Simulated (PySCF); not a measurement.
Below is a simulated gas-phase Si 2p photoelectron spectrum of (HSi)4CH26 adamantane (C6H16Si4).

Every computed line was given a Gaussian of 0.7 eV full width at half maximum and an area set by the number of equivalent atoms (split 2:1 within a doublet); the highest printed point is 100. Computed, not measured: delta-SCF UKS SCAN, pcX-2 on the ionised atom, pcseg-1 elsewhere, spin-free X2C in PySCF 2.14.0.

| binding energy (eV) | intensity |
| --- | --- |
| 104.9 | 0 |
| 105.0 | 1 |
| 105.1 | 3 |
| 105.2 | 8 |
| 105.3 | 15 |
| 105.4 | 28 |
| 105.5 | 44 |
| 105.6 | 64 |
| 105.7 | 82 |
| 105.8 | 95 |
| 105.9 | 100 |
| 106.0 | 97 |
| 106.1 | 89 |
| 106.2 | 79 |
| 106.3 | 71 |
| 106.4 | 64 |
| 106.5 | 57 |
| 106.6 | 48 |
| 106.7 | 38 |
| 106.8 | 28 |
| 106.9 | 18 |
| 107.0 | 11 |
| 107.1 | 6 |
| 107.2 | 3 |
| 107.3 | 1 |
| 107.4 | 0 |
| 107.5 | 0 |

**Question.** How many maxima does the curve show, and how many computed lines lie under it?

**Answer.** The curve has 1 maximum (at 105.9 eV). Under it lie 2 lines from 1 inequivalent silicon site, drawn as a 2p3/2, 2p1/2 pair. At this width some lines have no maximum of their own.

**Question.** Decompose the envelope and assign each component. Bonds: Si1–C3, Si1–C9, Si1–C13, C3–Si4, Si4–C6, Si4–C14, C6–Si7, Si7–C9, Si7–C10, C10–Si11, Si11–C13, Si11–C14. Hydrogens: H2 on Si1; H15, H16 on C3; H5 on Si4; H17, H18 on C6; H8 on Si7; H19, H20 on C9; H21, H22 on C10; H12 on Si11; H23, H24 on C13; H25, H26 on C14.

**Answer.** 
```csv
position (eV),relative area,line,atoms,environment
105.87,2.67,Si 2p3/2,Si1/Si4/Si7/Si11,silicon bonded to 3 C and H
106.49,1.33,Si 2p1/2,Si1/Si4/Si7/Si11,silicon bonded to 3 C and H
```

**Question.** What are the centre and the root-mean-square width of the whole band?

**Answer.** The area-weighted mean of the lines is 106.07 eV. Their own spread about it is 0.29 eV (rms) and each Gaussian has σ = 0.7/2.355 = 0.30 eV; the variances add, which gives 0.42 eV.

No satellites, vibrations or lifetime broadening are included. The first atom of each set that the bonding makes equivalent was ionised and stands for the set. The 2p values add to the ΔSCF energy of one spin-free hole a correction within the shell (spin–orbit coupling, ligand field). 2p1/2 minus 2p3/2 (ligand field included): Si 0.62 eV. Isolated species at its PBE0-D3(BJ)/def2-SVP geometry (one conformer only).

Time: 33 s wall, 87 s CPU; peak memory 1.4 GiB. Hardware: 2 threads of an AMD EPYC 9R45, shared host with 96 logical CPUs at a one-minute load of 36.
